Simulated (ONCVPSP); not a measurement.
## Zn: excitation energies, all-electron against ONCV

zinc (Zn), optimised norm-conserving Vanderbilt (ONCV), made with ONCVPSP 4.0.1 (LDA (Perdew-Wang 92), scalar-relativistic). Core [Ne], reference 3s2 3p6 3d10 4s1.5 (charge +0.5). Waves: 3s+4s: rc 1.00 bohr, ncon 3, nbas 6, qcut 13.7 1/bohr, 2 projectors; 3p: rc 0.90 bohr, ncon 5, nbas 9, qcut 19.3 1/bohr, 2 projectors, debl 1.9 Ha; 3d: rc 0.75 bohr, ncon 4, nbas 8, qcut 16.9 1/bohr, local. Local part: the d channel. Core correction: none.

In the p channel the program set the typed energies aside and used -3.231, 0.250 Ha.

Energies are relative to the spin-unpolarised reference configuration 3s2 3p6 3d10 4s1.5; without spin polarisation the order of configurations can differ from experiment.

```json
{"valence configuration": "3s2 3p6 3d10 4s0", "charge": "+2", "ΔE all-electron (eV)": "24.872", "error AE − PS (meV)": "-0.3"}
{"valence configuration": "3s1 3p6 3d10 4s2", "charge": "+1", "ΔE all-electron (eV)": "133.397", "error AE − PS (meV)": "-25"}
```

Question: What are ΔE and the potential's error for 3s2 3p6 3d10 4s2?

Answer: ΔE = -4.075 eV all-electron; the error (AE − PS) is +0.3 meV.

Question: What are ΔE and the potential's error for 3s2 3p6 3d10 4s1?

Answer: ΔE = 6.109 eV all-electron; the error (AE − PS) is -0.3 meV.
